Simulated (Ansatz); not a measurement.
Program: Ansatz. Geometries: PBE0-D4/def2-TZVP. ΔE: electronic, gas phase. CCSD(T)/CBS is the MP2 limit (def2-TZVPP, def2-QZVPP) plus CCSD(T) − MP2 in def2-TZVPP, frozen cores. Functionals use def2-TZVPP. B3LYP here is the variant with VWN-RPA as its local correlation; programs differ in this. Each species was taken in one conformer, which may not be the lowest.

`F[SiH2]S[SiH2]Cl` + `C[SiH2]B(C)C` → `C[SiH2]S[SiH2]F` + `CB(C)[SiH2]Cl`  (redistribution)

| level | ΔE (kJ/mol) |
| --- | --- |
| ωB97M-V | -13.7 |
| PBE0 | -13.4 |
| B3LYP | -13.9 |
| HF/CBS(def2) | -15.5 |

Problem. What does CCSD(T)/CBS give? (Best estimate.)

Solution. The calculation gave: -12.5 kJ/mol. The listed levels differ from it by -1.2, -0.9, -1.4, -3.0 kJ/mol.

Largest T1 diagnostic among the species: 0.011.

In def2-TZVPP, CCSD(T) changes the Hartree–Fock value by +3.4 kJ/mol (the triples alone add +0.5 kJ/mol) and MP2 by +3.3 kJ/mol.
